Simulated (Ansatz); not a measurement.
Two structures of SiNH$_{6}$BrO, singlet, reached by relaxing down either side of one saddle point (PBE0-D4/def2-TZVP). Energies are electronic, without zero-point energy. Program: Ansatz 0.2.0. Basis: def2-TZVPP and def2-QZVPP. Cores are frozen in the correlated methods. Filled d shells of the heavier atoms are correlated. The def2 sets are not built for correlating such inner shells, so the correlated values are less sure here. Extrapolation: Hartree–Fock as exp(−7.88 √X), correlation as X^−2.97. First:

```xyz
10
angstrom
Si -0.9285 -0.1846 0.2017
O -0.1855 1.2817 0.5071
H -1.5887 0.0733 -1.0930
H -1.8665 -0.4755 1.3138
N 0.1031 -1.5275 0.0776
H 1.0796 1.5955 -0.7681
Br 2.0898 1.5781 -1.8073
H 0.2059 1.4010 1.3753
H 0.3188 -2.1181 0.8620
H 0.7719 -1.6240 -0.6691
```

Second:

```
10
angstrom
Si -1.2645 0.0747 -0.3399
O 2.1257 0.1865 0.0189
H -0.8287 0.0727 -1.7508
H -2.7308 -0.0314 -0.1845
N -0.5103 -1.1768 0.5151
H 2.6480 0.3724 -0.7644
Br -0.7492 2.1624 0.3812
H 1.6785 1.0139 0.2323
H -0.8700 -1.4662 1.4103
H 0.5014 -1.2083 0.4818
```

(1) Which bonds change from the first to the second?

(2) Give the saddle point's structure and its height above each. (An estimate is asked for; the value comes from the calculation.)

No T1 diagnostic of these runs exceeds 0.010.

Answers

(1) SiNH₅O ([NH2][SiH2][OH]) + HBr → SiNH₄Br ([NH2][SiH2][Br]) + H₂O; bonds formed: Si1–Br7, O2–H6; bonds broken: Si1–O2, H6–Br7.

(2) Computed: 19.45 kcal/mol above the first and 21.27 kcal/mol above the second (CCSD(T) at an estimated basis limit (MP2 extrapolated from triple and quadruple zeta, plus CCSD(T) − MP2 in triple zeta)).
```json
{"atom": "Si1", "x (Å)": "-0.5564", "y (Å)": "0.0623", "z (Å)": "-0.3116"}
{"atom": "O2", "x (Å)": "1.2806", "y (Å)": "0.4912", "z (Å)": "-0.1480"}
{"atom": "H3", "x (Å)": "-0.6349", "y (Å)": "-0.2902", "z (Å)": "-1.7383"}
{"atom": "H4", "x (Å)": "-1.7738", "y (Å)": "0.4961", "z (Å)": "0.4035"}
{"atom": "N5", "x (Å)": "-0.2192", "y (Å)": "-1.3334", "z (Å)": "0.6714"}
{"atom": "H6", "x (Å)": "1.2944", "y (Å)": "1.4743", "z (Å)": "-0.3246"}
{"atom": "Br7", "x (Å)": "-0.3983", "y (Å)": "2.5968", "z (Å)": "-0.9251"}
{"atom": "H8", "x (Å)": "1.5857", "y (Å)": "0.2658", "z (Å)": "0.7426"}
{"atom": "H9", "x (Å)": "-0.9595", "y (Å)": "-1.6777", "z (Å)": "1.2606"}
{"atom": "H10", "x (Å)": "0.3813", "y (Å)": "-2.0853", "z (Å)": "0.3695"}
```

Labels in which every atom is bracketed show which atoms are joined, not bond orders.

For scale, one of the runs: CCSD(T)/def2-TZVPP, 236 basis functions, launched by `ansatz run in.yaml --threads 8 --pin off --events-out ev --progress --plain --max-ram 19148MiB`. Time: 20 s of wall clock on 8 CPU threads of an Intel Xeon 6975P-C; the host was shared. Peak host memory: 4.9 GiB.
